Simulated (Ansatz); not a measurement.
```yaml
crystal:
  periodic: [false, false, false]
  atoms:
    - {symbol: Ga, position_ang: [0.933663, -1.216013, 0.691562]}
    - {symbol: H, position_ang: [2.111351, -1.858518, -0.417633]}
    - {symbol: H, position_ang: [0.496256, -1.535713, 2.345760]}
    - {symbol: F, position_ang: [0.914911, 0.945708, 0.427370]}
    - {symbol: Ga, position_ang: [-0.933664, 1.216019, -0.691580]}
    - {symbol: H, position_ang: [-2.113498, 1.862801, 0.412752]}
    - {symbol: H, position_ang: [-0.491442, 1.530860, -2.345464]}
    - {symbol: F, position_ang: [-0.917589, -0.945133, -0.422778]}
basis:
  gaussian: {orbitals: aug-cc-pVDZ}
hamiltonian: {xc: {name: HF}}
correlation: {active_space: {window: {electrons: 2, orbitals: 1}}}
```

```sh
$ ansatz run in.yaml --threads 4 --pin off --events-out ev --progress --plain --max-ram 3916MiB
```

It prints (some lines left out):

```
Functional definition: HF
1570 factors; integrals over basis functions are off by at most 3.2e-4 eV
mean field evaluation 1: about -110139.7351 eV, gradient 4.4e1 eV
mean field evaluation 2: about -110139.7467 eV, gradient 4.4e1 eV
mean field evaluation 4: about -110143.8642 eV, gradient 2.6e0 eV
mean field evaluation 8: about -110143.9147 eV, gradient 7.8e-2 eV
mean field -110143.91471515 eV, -4047.7142075548 hartree, gradient 4.5e-6 eV, S^2 0.000000; 0 other end points of the search recorded, 0 dependent functions left out
reference -110143.91471515 eV, -4047.7142075548 hartree; 42, 42 occupied and 112, 112 virtual orbitals, 1570 factors
state -110143.91471515 eV, -4047.7142075548 hartree
Total energy: -110143.91471515 eV, -4047.7142075548 hartree
```

Run time 3.9 s (4 threads of Arm Neoverse V2 on a shared host), peak host memory 0.58 GiB.
